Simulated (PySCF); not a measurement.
## Unknowns

All values are calculated (PySCF 2.14.0 with density-fitted response routines): J couplings at B3LYP/pcJ-1 (spin–dipole term left out of most H,H and C,H couplings), NMR shieldings at PBE0/pcSseg-1/GIAO, coordinates at the GFN2-xTB level. Relativity neglected, one conformer, gas phase, one averaged value for each set of equivalent atoms.

δ = σ(ref) − σ, references computed at the same level: 1H (σref 31.72) and 13C (σref 186.93) against TMS. Multiplet labels drop J under 1 Hz and among equivalent protons, and merge close values. Unscaled 3J(H,H) run several per cent high. Splittings of carbon signals by F and P are missing where no couplings were computed. Where no couplings were computed, multiplicities follow the n + 1 count of equivalent neighbours, and m marks all less simple cases (inequivalent or close neighbours, rings, F or P nearby). One-bond C–F couplings are unscaled and too large by tens of Hz. Shifts are as computed. Against solution values, carbons near 30 ppm lie about +3 ppm off and those near 130 ppm about +5 ppm. Of 1211 compounds with measured shifts, 218 miss one by over three times the rms of a fit or turn the order of signals round; such compounds aren't used in these exercises.

Task: C6H7FO. 1H NMR (500 MHz, computed): δ 6.77 (ddd, J = 5.7, 3.5, 1.0 Hz, 1H), 6.56 (dd, J = 3.5, 1.0 Hz, 1H), 5.31 (dt, J = 65.8, 1.0 Hz, 1H), 4.62 (m, 1H), 4.59 (m, 1H), 3.12 (m, 1H), 2.61 (m, 1H). 13C{1H} NMR (computed): δ 153.5 (CH, d, J = 18.3 Hz), 146.7 (CH, d, J = 18.3 Hz), 97.3 (CH, d, J = 279.0 Hz), 92.9 (C, d, J = 18.6 Hz), 67.1 (CH2), 28.7 (CH2, d, J = 1.6 Hz). Give a structure.

Result: SMILES O1[C@]2([C@H](F)C=C2)CC1. Rings plus π bonds: 3 (2 rings in the answer). 6 carbon signals for 6 carbons: no two carbons are equivalent. Carbon types of the structure: 1 × C, 3 × CH, 2 × CH2, which accounts for all hydrogens. δC 153.5, 146.7: alkene CH; an sp2 carbon of a C=C bond. δC 97.3: allylic sp3 CH bonded to F; pulled downfield by the heteroatom. δC 92.9: allylic fully substituted sp3 carbon bonded to O; the inductive effect lowers its shielding. δC 67.1: sp3 CH2 bonded to O; the inductive effect lowers its shielding. The protons at 6.56 and 6.77 share a coupling of 3.5 Hz (vicinal, cis across C=C).

This is the structure that produced the data.

Task: C3H10OSi4. 1H NMR (400 MHz, computed): δ 6.37 (m, 1H), 5.11 (m, 1H), 4.39 (m, 2H), 4.12 (m, 2H), 3.60 (s, 3H), 2.24 (d, 1H). 13C{1H} NMR (computed): δ 109.9 (CH), 85.6 (C), 55.3 (CH3). Identify the compound.

Result: `C#C[Si@H]1[SiH2][Si@H](OC)[SiH2]1`. The formula gives 3 degrees of unsaturation (1 ring in the answer). 3 carbon signals for 3 carbons: no two carbons are equivalent. Carbon types of the structure: 1 × C, 1 × CH, 1 × CH3, leaving 6 H on heteroatoms. δC 109.9: terminal alkyne carbon. δC 85.6: alkyne carbon; the triple bond shields along its axis, which puts it between sp3 and sp2 carbons. δC 55.3: methyl carbon bonded to O; pulled downfield by the heteroatom. δH 3.60: hydrogen on a methyl carbon bonded to O; its carbon carries O, hence the downfield position.

The data come from this structure; uniqueness wasn't tested.

Task: C6H9OP. 1H NMR (600 MHz, computed): δ 7.10 (m, 1H), 6.89 (m, 1H), 5.10 (m, 1H), 3.87 (s, 3H), 1.32 (m, 3H). 13C{1H} NMR (computed): δ 172.5 (C), 151.0 (CH), 141.7 (CH), 104.4 (CH), 57.4 (CH3), 14.9 (CH3). What is it?

Result: `COc1ccp(C)c1`. 6 carbon signals for 6 carbons: no two carbons are equivalent. Carbon types of the structure: 1 × C, 3 × CH, 2 × CH3, which accounts for all hydrogens. δC 172.5: unsaturated ring carbon. δC 151.0, 141.7, 104.4: unsaturated ring CH. δC 57.4: methyl carbon bonded to O; pulled downfield by the heteroatom. δH 3.87: hydrogen on a methyl carbon bonded to O; its carbon carries O, an electronegative neighbour.

The shifts were computed for this structure.
